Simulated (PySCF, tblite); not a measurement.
One entry of a table of gas-phase calculations, keyed by method. Lists by class give the value and the number of equivalent atoms.

```json
{
 "formula": "C6H12N2Si",
 "smiles": "Cc1ccn([SiH](C)C)n1",
 "inchi": "InChI=1S/C6H12N2Si/c1-6-4-5-8(7-6)9(2)3/h4-5,9H,1-3H3",
 "charge": 0,
 "multiplicity": 1,
 "geometry_level": "GFN2-xTB",
 "electronic_structure_code": "PySCF",
 "results": {
  "GFN2-xTB geometry": {
   "point_group": "C1",
   "rotational_constants_GHz": [2.819, 0.877, 0.704]
  },
  "PBE0/pcSseg-1 ground state and GIAO shieldings, non-relativistic": {
   "dipole_D": 1.78,
   "homo_eV": -6.96,
   "lumo_eV": 0.56,
   "shift_vs_computed_TMS_C_by_class_ppm": [
    [156.1, 1],
    [139.0, 1],
    [112.6, 1],
    [16.2, 1],
    [-2.2, 2]
   ],
   "shift_vs_computed_TMS_H_by_class_ppm": [
    [7.46, 1],
    [6.39, 1],
    [5.37, 1],
    [2.5, 3],
    [0.56, 6]
   ],
   "shielding_other_nuclei_by_class_ppm": [
    ["N", -78.4, 1],
    ["N", 37.5, 1],
    ["Si", 356.7, 1]
   ]
  },
  "GFN2-xTB harmonic vibrations, gas phase": {
   "strongest_ir_bands_cm-1_km_per_mol_modes": [
    [836.9, 155.2, 1],
    [841.4, 182.0, 1],
    [856.3, 246.5, 1],
    [1236.3, 118.0, 1],
    [1333.4, 145.6, 1],
    [2189.3, 332.2, 1]
   ],
   "zpe_kcal_per_mol": 105.6
  }
 }
}
```

With B = h/(8π²I), that is 505.379 GHz u Å² over I, the principal moments of inertia are 179.3, 576.5 and 718.1 u Å² (most abundant isotopes). A dipole of 1.78 D is allowed in C1, and pure rotational transitions are dipole-allowed.

 NMR classes are plain means over equivalent atoms (diastereotopic ones count apart unless rotation or inversion swaps them), as if these changed places fast; in this geometry the members of some classes differ.

Conformer computed: `[CH3:1][c:2]1[cH:3][cH:4][n:5]([SiH:6]([CH3:7])[CH3:8])[n:9]1`: C4–N5–Si6–C7 -153°.

One conformer stands for the species.
